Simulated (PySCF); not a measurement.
BiBrH2. Atoms are numbered in the order given.

```xyz
4

Bi    -0.7663     0.0315     0.0000
H     -0.9132    -1.2374    -1.2698
H     -0.9132    -1.2374     1.2698
Br     1.8694    -0.0039     0.0000
```

The structure is a stationary point at B3LYP-D3(BJ)/def2-TZVP. The def2 effective core potentials stand for the cores of Bi; spin–orbit coupling is left out.

Calculation: TDA-ωB97X/def2-SVPD run with PySCF.

Vertical excitations. Isolated molecule, no solvent. State labels are in the subgroup Cs.

Computed excitation energies, oscillator strengths and character:
| state | symmetry | energy (eV) | λ (nm) | f | main pairs |
|---|---|---|---|---|---|
| S1 | A' | 4.39 | 282 | 0.029 | HOMO→LUMO 95 % |
| S2 | A" | 4.78 | 259 | 0.005 | HOMO−1→LUMO 96 % |
| S3 | A' | 5.70 | 217 | 0.065 | HOMO−2→LUMO 78 %, HOMO−3→LUMO 18 % |
| S4 | A' | 6.35 | 195 | 0.062 | HOMO→LUMO+1 88 % |
| S5 | A" | 6.45 | 192 | 0.041 | HOMO→LUMO+2 63 %, HOMO−4→LUMO 25 % |
| S6 | A" | 6.56 | 189 | 0.007 | HOMO−4→LUMO 72 %, HOMO→LUMO+2 23 % |
| S7 | A' | 6.97 | 178 | 0.108 | HOMO−1→LUMO+2 61 %, HOMO−3→LUMO 28 % |
| S8 | A" | 7.04 | 176 | 0.009 | HOMO−1→LUMO+1 87 % |
| S9 | A' | 7.52 | 165 | 0.529 | HOMO−2→LUMO+1 28 %, HOMO−1→LUMO+2 27 %, HOMO−3→LUMO 26 %, HOMO−2→LUMO 6 % |
| S10 | A" | 7.55 | 164 | 0.020 | HOMO−2→LUMO+2 91 % |
| T1 | A' | 3.81 | 326 | 0 | HOMO→LUMO 94 % |
| T2 | A" | 4.37 | 284 | 0 | HOMO−1→LUMO 95 % |
| T3 | A' | 4.87 | 255 | 0 | HOMO−2→LUMO 92 % |
| T4 | A" | 5.49 | 226 | 0 | HOMO→LUMO+2 76 % |
Triplets are in the Tamm–Dancoff approximation.
